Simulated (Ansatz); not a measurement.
Input file for Ansatz (a first-principles code): R-SVWN5/def2-TZVPP on BrH2NSi (SMILES N[Si]Br), a point of a torsion scan.

Ansatz 0.2 input:
```yaml
crystal:
  periodic: [false, false, false]
  atoms:
    - {symbol: N, position_ang: [-0.80778484, -0.07726185, -0.15282939]}
    - {symbol: Si, position_ang: [0.68647528, -0.77561493, -0.65267538]}
    - {symbol: Br, position_ang: [1.96832559, -0.68750245, 1.28085263]}
    - {symbol: H, position_ang: [-0.94486517, 0.91840764, -0.24499792]}
    - {symbol: H, position_ang: [-1.21393777, -0.37654661, 0.72703091]}
basis:
  gaussian:
    orbitals: def2-TZVPP
hamiltonian:
  xc: {name: SVWN5}
scf: {lower_state_search: off}
```

The head of its log:

```
WARN ansatz: RAYON_NUM_THREADS=1 ignored (pool sized by the plan → 1); use --threads N
Functional definition: SVWN5
these checks for a lower state are left out or cut short: stability, starts, cluster_reference, orbital_swaps, neighbouring_geometries, increment
integrals: 0.06 GiB planned
937 factors; their error is unknown
mean field: 0.45 GiB planned
mean field evaluation 1: about -79298.0143 eV, gradient 7.5e1 eV
mean field evaluation 2: about -79235.5209 eV, gradient 1.4e2 eV
```

What total energy does the run end on?

-2914.5251 hartree.
